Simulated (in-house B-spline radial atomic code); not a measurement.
Radial electron density of Mg VI (Mg5+), [He] 2s2 2p3. Computed with a B-spline radial code for spherical atoms: scalar-relativistic (X2C) OLYP, spin-polarised, spherical fractional occupations, Fermi nucleus of rms radius 3.057 fm.

Columns: r (bohr), 4πr²n(r) (electrons per bohr), bar.

```
 0.00487   0.3153 #
 0.00567   0.4168 #
 0.00661   0.5506 ##
 0.00771   0.7256 ##
 0.00898   0.9498 ###
  0.0105    1.246 ####
  0.0122    1.607 #####
  0.0142    2.067 #######
  0.0166    2.656 #########
  0.0193    3.353 ###########
  0.0225    4.206 ##############
  0.0262    5.204 #################
  0.0306    6.371 #####################
  0.0357    7.658 #########################
  0.0416    9.012 ##############################
  0.0484    10.35 ##################################
  0.0564     11.6 ######################################
  0.0658    12.62 ##########################################
  0.0767    13.25 ############################################
  0.0894    13.36 ############################################
   0.104    12.89 ##########################################
   0.121    11.86 #######################################
   0.141     10.4 ##################################
   0.165    8.726 #############################
   0.192      7.3 ########################
   0.224    6.362 #####################
   0.261    6.131 ####################
   0.304    6.557 ######################
   0.355     7.38 ########################
   0.413    8.125 ###########################
   0.482    8.374 ############################
   0.561    7.845 ##########################
   0.654    6.549 ######################
   0.763    4.784 ################
   0.889    3.021 ##########
    1.04    1.591 #####
    1.21   0.7184 ##
    1.41   0.2645 #
    1.64  0.07861 
    1.91   0.0175 
    2.23 0.002698
```

On this grid the curve has 2 maxima, near 0.0894, 0.482 bohr.

The 2s down radial function P(r) = rR(r), positive near the nucleus:

| r (bohr) | P |
| --- | --- |
| 0.00167 | 0.03839 |
| 0.00226 | 0.05121 |
| 0.00308 | 0.06862 |
| 0.00418 | 0.0913 |
| 0.00567 | 0.1209 |
| 0.00771 | 0.1594 |
| 0.0105 | 0.2087 |
| 0.0142 | 0.2684 |
| 0.0193 | 0.3409 |
| 0.0262 | 0.4224 |
| 0.0357 | 0.507 |
| 0.0484 | 0.5771 |
| 0.0658 | 0.6092 |
| 0.0894 | 0.5657 |
| 0.121 | 0.4073 |
| 0.165 | 0.09617 |
| 0.224 | -0.3445 |
| 0.304 | -0.831 |
| 0.413 | -1.21 |
| 0.561 | -1.306 |
| 0.763 | -1.057 |
| 1.04 | -0.6191 |
| 1.41 | -0.2525 |
| 1.91 | -0.063 |
